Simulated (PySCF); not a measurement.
# Spin-orbit coupling and the third ionisation energy along group 15

Two-component X2C-1e calculated with PySCF 2.14: MP2 on generalised Hartree-Fock spinors (GMP2), with spin-orbit coupling off and on (screened by Boettger's factors); no Breit or QED terms. Values in eV; the references (NIST) lie between the lowest levels. Elements whose determinants are no pure J levels are left out.

```csv
element,configurations,spin-free,with spin-orbit,shift,reference
"N (x2c-SVPall-2c, 1s2 frozen)",[He] 2s2 2p1 → [He] 2s2,47.501,47.514,0.013,47.445 (s)
"P (x2c-SVPall-2c, [Ne] frozen)",[Ne] 3s2 3p1 → [Ne] 3s2,29.689,29.735,0.046,30.203
"As (x2c-SVPall-2c, [Ne] frozen)",[Ar] 3d10 4s2 4p1 → [Ar] 3d10 4s2,27.783,28.031,0.249,28.349 ± 0.012
"Sb (x2c-SVPall-2c, [Ar] 3d10 frozen)",[Kr] 4d10 5s2 5p1 → [Kr] 4d10 5s2,24.260,24.836,0.576,25.323
"Bi (x2c-SVPall-2c, [Kr] 4d10 4f14 frozen)",[Xe] 4f14 5d10 6s2 6p1 → [Xe] 4f14 5d10 6s2,23.103,24.942,1.839,25.571
```

The largest shift is at Bi, 1.839 eV, where spin-orbit coupling lowers the species with more electrons by more than the one with fewer (starting occupations 6p1/2^1 and closed).

What remains against the references is mostly the basis and correlation beyond MP2. References marked (s) are semi-empirical, (t) theoretical.
